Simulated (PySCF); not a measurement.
# Reading the logs of faulty runs: BCH4N2

These are calculations, not measurements. They come from PySCF 2.14.0, an open-source quantum chemistry program, on an isolated molecule that a program drew, which may never have been made. The molecule is BCH4N2 (charge 0, doublet), drawn as the SMILES string `[CH2]N=BN`.

Each row is a Hartree-Fock (HF) and frozen-core CCSD(T) single point in the cc-pVDZ basis, meant for a local HF minimum. Run 1 is clean. Each other run has one planted mistake out of seven kinds, and not every kind appears here: one electron removed, one electron added, multiplicity raised by two, geometry at a saddle point, minimal basis STO-3G, one bond length entered in bohr, all coordinates scaled. The reference is restricted for singlets and unrestricted otherwise, and also for a bond in bohr. Adding or removing an electron swaps singlet and doublet. Electrons count all cores. HOMO and LUMO are orbital energies over both spins, the gradient is its largest component, and the lowest frequency (negative if imaginary) is given only where the gradient is small. Bond lengths are over the 7 bonds as drawn. T1 is the CCSD diagnostic: over 0.02 (restricted) or 0.045 (unrestricted) a single reference is doubtful.

Geometry of the clean run:
```xyz
8
BCH4N2, angstrom
C     0.7232    0.0016    2.3459
N    -0.1967    0.4771    1.4967
B    -1.0540    0.9200    0.7058
N    -2.0413    1.4031   -0.1571
H     1.7778    0.1325    2.1358
H     0.4170   -0.5157    3.2470
H    -2.2005    0.9414   -1.0294
H    -2.2145    2.3865   -0.2042
```

| run | electrons | basis functions | <S^2> | HOMO (eV) | LUMO (eV) | gradient (hartree/bohr) | lowest frequency (cm^-1) | mean bond (Å) | longest bond (Å) | T1 | HF (hartree) | CCSD(T) (hartree) | mistake |
|---|---|---|---|---|---|---|---|---|---|---|---|---|---|
| 1 | 29 | 76 | 0.803 | -7.49 | 3.79 | 1.2e-05 | 117 | 1.1643 | 1.397 | 0.0176 | -173.79065 | -174.36228 | no fault |
| 2 | 30 | 76 | 0.000 | 1.27 | 8.81 | 1.8e-02 | - | 1.1643 | 1.397 | 0.0149 | -173.69240 | -174.31039 | one electron added |
| 3 | 28 | 76 | 0.000 | -16.50 | -5.01 | 1.1e-01 | - | 1.1643 | 1.397 | 0.0182 | -173.55848 | -174.11618 | one electron removed |
| 4 | 29 | 76 | 0.807 | -7.54 | 3.75 | 1.0e-02 | - | 1.1771 | 1.413 | 0.0182 | -173.78949 | -174.36397 | ? |

**Which mistake was planted in run 4, and what did it cost?**

The mean and the longest bond both change by the same factor, 1.011, and the gradient is no longer small. So the mistake is: all coordinates scaled. Subtracting run 1 and multiplying by 627.51 kcal/mol a hartree, the energy moved by 0.7 kcal/mol in HF and -1.1 kcal/mol in CCSD(T).

Cautions from the logs. Run 2: the HOMO is above zero, so the electron isn't bound and the energy depends on the basis.
